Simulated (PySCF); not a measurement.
octafluorocyclobutane (C4F8), SMILES FC1(F)C(C(F)(F)C1(F)F)(F)F.

Coordinates come from a PBE0-D3(BJ)/def2-SVP optimisation.

Calculation: TDDFT-CAM-B3LYP/def2-SVP (PySCF).

Vertical excitations; the highest root listed may be one member of a degenerate set. Gas-phase values at a fixed geometry. State labels are in the subgroup D2.

Computed excitation energies, oscillator strengths and character:
```
state  symmetry  energy (eV)  λ (nm)      f                                                main pairs
-----  --------  -----------  ------  -----  --------------------------------------------------------
S1           B1         7.30     170  0.000                                            HOMO→LUMO 99 %
S2           B2         9.32     133  0.001                              HOMO−1→LUMO (degenerate set)
S3           B3         9.32     133  0.001                              HOMO−2→LUMO (degenerate set)
S4            A         9.86     126  0.000                                          HOMO→LUMO+1 96 %
S5           B1        11.00     113  0.001                                          HOMO−3→LUMO 96 %
S6           B2        11.03     112  0.000                              HOMO−4→LUMO (degenerate set)
S7           B3        11.03     112  0.000                              HOMO−5→LUMO (degenerate set)
S8           B1        11.28     110  0.000                                          HOMO−6→LUMO 97 %
S9           B3        11.39     109  0.123  HOMO−1→LUMO+1, HOMO→LUMO+3, HOMO−5→LUMO (degenerate set)
S10          B2        11.39     109  0.123  HOMO−2→LUMO+1, HOMO→LUMO+2, HOMO−4→LUMO (degenerate set)
T1           B1         6.97     178      0                                            HOMO→LUMO 98 %
T2           B2         8.54     145      0                              HOMO−1→LUMO (degenerate set)
T3           B3         8.54     145      0                              HOMO−2→LUMO (degenerate set)
T4            A         9.29     133      0                                          HOMO→LUMO+1 94 %
```
Triplets are in the Tamm–Dancoff approximation, which puts them higher than full response would, so one can lie above its singlet here.
